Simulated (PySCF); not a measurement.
**Frontier orbitals and the lowest excitations**

Species: fulvenallene, C7H6.
SMILES with atom numbers: `[CH2:1]=[C:2]=[C:3]1[CH:4]=[CH:5][CH:6]=[CH:7]1` (hydrogens: H8, H9 on C1; H10 on C4; H11 on C5; H12 on C6; H13 on C7)

Geometry (PBE0-D3(BJ)/def2-SVP, Å), atoms numbered from 1 in this order:
```
atom  x, y, z in Å
C1     2.8422   -0.1983    0.0015
C2     1.5427   -0.1082    0.0005
C3     0.2216   -0.0163   -0.0004
C4    -0.5806    1.0694   -0.5817
C5    -1.8852    0.7689   -0.3615
C6    -1.9744   -0.5017    0.3584
C7    -0.7242   -0.9803    0.5797
H8     3.3765   -0.6979   -0.8146
H9     3.4386    0.2230    0.8186
H10   -0.1660    1.9390   -1.0884
H11   -2.7415    1.3712   -0.6679
H12   -2.9062   -0.9792    0.6641
H13   -0.4345   -1.8990    1.0867
```

Level of theory: TDDFT B3LYP/def2-SVPD, vertical, gas phase, core orbitals frozen in the response (PySCF).

Frontier orbitals with the atoms that hold most of them (Löwdin shares over 4%, at most four atoms; ? is withheld):

```tsv
orbital	ε (eV)	atoms
LUMO+2	0.53	C1 32%, C2 19%, H8 11%, H9 11%
LUMO+1	-0.28	C1 36%, C2 35%, C3 7%, H8 6%
LUMO	-2.00	?
HOMO	-6.16	C4 26%, C7 26%, C5 17%, C6 17%
HOMO-1	-7.12	?
HOMO-2	-7.89	C1 40%, C2 33%, C3 7%, C4 4%
HOMO-3	-10.22	C3 19%, C4 16%, C7 16%, C5 15%
```

Q: Which atoms hold the HOMO-1, and with what shares?

A: C2 (bonded to 2 C) 24%; C3 (bonded to 3 C) 23%; C6 (bonded to 2 C and H) 15%; C5 (bonded to 2 C and H) 15%.

Q: Give the leading atoms of the LUMO.

A: C2 (bonded to 2 C) 25%; C6 (bonded to 2 C and H) 12%; C5 (bonded to 2 C and H) 12%; C7 (bonded to 2 C and H) 11%.

Q: The HOMO–LUMO gap is 4.16 eV. Where does the response calculation put the lowest singlet, and from which orbitals?

A: S1 is at 3.43 eV (f = 0.011), 0.74 eV below the gap, made of HOMO→LUMO (99%). 

Q: One configuration dominates each of S1, S2, S3, S4 and S5. Which, and how do the shares of the two leading atoms of either orbital change from the occupied to the empty one?

A: 
- S1 (3.43 eV, f 0.011), HOMO→LUMO (99%): C4 26% → at most 11%, C7 26% → 11%, C2 at most 15% → 25%, C6 17% → 12%
- S2 (4.58 eV, f 0.0000), HOMO-2→LUMO (99%): C1 40% → at most 11%, C2 33% → 25%, C6 at most 5% → 12%
- S3 (4.98 eV, f 0.0000), HOMO→LUMO+1 (100%): C4 26% → at most 6%, C7 26% → at most 6%, C1 at most 15% → 36%, C2 at most 15% → 35%
- S4 (5.14 eV, f 0.440), HOMO-1→LUMO (91%): C2 24% → 25%, C3 23% → at most 11%, C6 15% → 12%
- S5 (5.55 eV, f 0.0000), HOMO-1→LUMO+1 (98%): C2 24% → 35%, C3 23% → 7%, C1 at most 16% → 36%

Löwdin shares depend on the basis, the more so with diffuse functions.
